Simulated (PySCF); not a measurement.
C2H8InP. Atoms are numbered in the order given.

```xyz
12

In    -0.2182     0.0465    -0.1745
C     -1.8018    -1.4580    -0.3408
H     -1.7791    -1.8971    -1.3511
H     -2.7862    -0.9862    -0.1962
H     -1.6704    -2.2603     0.3988
C     -0.2564     1.9523    -1.2550
H      0.5976     1.9965    -1.9491
H     -0.1563     2.7842    -0.5406
H     -1.1891     2.0743    -1.8248
P      1.6975    -0.3577     1.4636
H      2.6957     0.1331     0.5639
H      1.8662    -1.7223     1.0686
```
Charge 0, spin multiplicity 1.

Geometry: B3LYP-D3(BJ)/def2-SVP. The structure was generated by enumeration; whether it is a known compound was not checked. The def2 effective core potentials stand for the cores of In; spin–orbit coupling is left out. The values are those of a single conformer.

All values below come from PySCF with CAM-B3LYP/def2-TZVP.

ESP charges are fitted to the potential on shells at 1.4 to 2.0 van der Waals radii. Atomic charges (e):

```
atom  Mulliken  ESP fit
----  --------  -------
In1       0.71     0.79
C2           ?    -0.74
H3           ?     0.15
H4           ?     0.17
H5           ?     0.16
C6           ?    -0.69
H7           ?     0.13
H8           ?     0.15
H9           ?     0.14
P10      -0.32    -0.38
H11          ?     0.05
H12          ?     0.05
```

Problem. What belongs in the gaps? (An estimate is asked for; the answer gives what the named calculation found.)

Solution. 
- C2, Mulliken: -0.65
- H3, Mulliken: 0.13
- H4, Mulliken: 0.13
- H5, Mulliken: 0.14
- C6, Mulliken: -0.66
- H7, Mulliken: 0.13
- H8, Mulliken: 0.13
- H9, Mulliken: 0.14
- H11, Mulliken: 0.05
- H12, Mulliken: 0.05
